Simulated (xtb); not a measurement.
xtb input (GFN2-xTB):

```bash
xtb mol.xyz --gfn 2 --ohess tight --chrg -1 --uhf 0
```
mol.xyz:
```
11

N     -1.80452130     1.21661886    -0.06438018
Si    -1.23745539    -0.52251964     0.23473959
N      0.51428777    -0.30846636     0.75284220
Si     1.75603068    -0.01221840    -0.33655923
H     -2.75302689     1.29978850     0.01977333
H     -1.43291714     1.68521059    -0.82928880
H     -0.78009784    -0.89846474    -1.24151002
H      0.67460041    -0.13235299     1.73090285
H      3.00004641     0.36222192     0.38915894
H      1.52706984     1.09634281    -1.37666215
H      2.11497938    -1.22542579    -1.21360628
```

End of the output:

```
       2    108.05    -0.98497 ( 95.62%)    -0.82800 (  4.38%)    -0.97808
       3    178.53    -0.69879 ( 99.39%)    -0.67935 (  0.61%)    -0.69867
       4    217.67    -0.58986 ( 99.72%)    -0.62066 (  0.28%)    -0.58995
       5    233.08    -0.55310 ( 99.79%)    -0.60041 (  0.21%)    -0.55320
   ------------------------------------------------------------------------

   temp. (K)  partition function   enthalpy   heat capacity  entropy
                                   cal/mol     cal/K/mol   cal/K/mol   J/K/mol
 298.15  VIB   79.3                 3030.170     19.990     18.274
         ROT  0.130E+06              888.752      2.981     26.386
         INT  0.103E+08             3918.922     22.971     44.660
         TR   0.843E+27             1481.254      4.968     39.427
         TOT                        5400.1758    27.9395    84.0869   351.8196

       T/K    H(0)-H(T)+PV         H(T)/Eh          T*S/Eh         G(T)/Eh
   ------------------------------------------------------------------------
    298.15    0.860573E-02    0.783289E-01    0.399524E-01    0.383765E-01
   ------------------------------------------------------------------------

         :::::::::::::::::::::::::::::::::::::::::::::::::::::
         ::                  THERMODYNAMIC                  ::
         :::::::::::::::::::::::::::::::::::::::::::::::::::::
         :: total free energy         -13.005841129297 Eh   ::
         ::.................................................::
         :: total energy              -13.044217588953 Eh   ::
         :: zero point energy           0.069723131511 Eh   ::
         :: G(RRHO) w/o ZPVE           -0.031346671854 Eh   ::
         :: G(RRHO) contrib.            0.038376459657 Eh   ::
         :::::::::::::::::::::::::::::::::::::::::::::::::::::

optimized geometry written to: xtbopt.xyz

           -------------------------------------------------
          | TOTAL ENERGY              -13.044217588953 Eh   |
          | TOTAL ENTHALPY            -12.965888729533 Eh   |
          | TOTAL FREE ENERGY         -13.005841129297 Eh   |
          | GRADIENT NORM               0.000200667765 Eh/α |
          | HOMO-LUMO GAP               2.740607807433 eV   |
           -------------------------------------------------

------------------------------------------------------------------------
------------------------------------------------------------------------
 total:
 SCF:
 ANC optimizer:
 analytical hessian:
```

It need not be the lowest isomer of its formula. Whether it binds its extra electron was not tested at this geometry.
